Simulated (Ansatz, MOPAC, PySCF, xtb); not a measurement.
Torsion H4–Si1–Sn2–Br3 in BrH3SiSn (SMILES [SiH3][Sn][Br]); at each angle all else is relaxed with GFN2-xTB, and the levels are single points there.
Geometry at 60° (charge 0, multiplicity 1):
| atom | x (Å) | y (Å) | z (Å) |
|---|---|---|---|
| Si | -0.7439 | 0.0394 | -0.0046 |
| Sn | 1.5185 | 1.4014 | -0.1367 |
| Br | 2.9647 | -0.4916 | 0.7301 |
| H | -1.0820 | -0.4277 | 1.3533 |
| H | -1.9423 | 0.7873 | -0.4366 |
| H | -0.7588 | -1.1766 | -0.8397 |

On the grid 0° to 120°, 0° is the highest and 60° the lowest point at MP2/CBS(def2-TZVPP, def2-QZVPP) + ΔCCSD(T)/def2-TZVPP.

Correlated levels freeze the cores. Filled d and f shells under p-block atoms count as core. The state that PM3 reach isn't checked.

Codes used: Ansatz (an electronic-structure program); MOPAC for PM3 (differences of heats of formation); PySCF for the dispersion terms; xtb for the GFN methods. Each number belongs to the level named beside it. In def2 rows elements past Kr take small-core potentials, without spin–orbit coupling.

| level | energy at 0° less that at 60° (kJ/mol) |
|---|---|
| GFN-FF | 0.0 |
| PM3 | 0.4 |
| HF/def2-TZVPP | 1.8 |
| r2SCAN-D4/def2-TZVPP | 1.5 |
| B3LYP-D3(BJ)/def2-TZVPP | 1.4 |
| wB97M-V/def2-TZVPP | 1.6 |
| SCS-MP2/def2-SVP | ___ |
| SCS-MP2/def2-TZVPP | 1.8 |
| CCSD(T)/def2-TZVPP | 1.7 |

### Question
Complete the blanks.

### Answer

- SCS-MP2/def2-SVP, energy at 0° less that at 60° (kJ/mol): 2.5
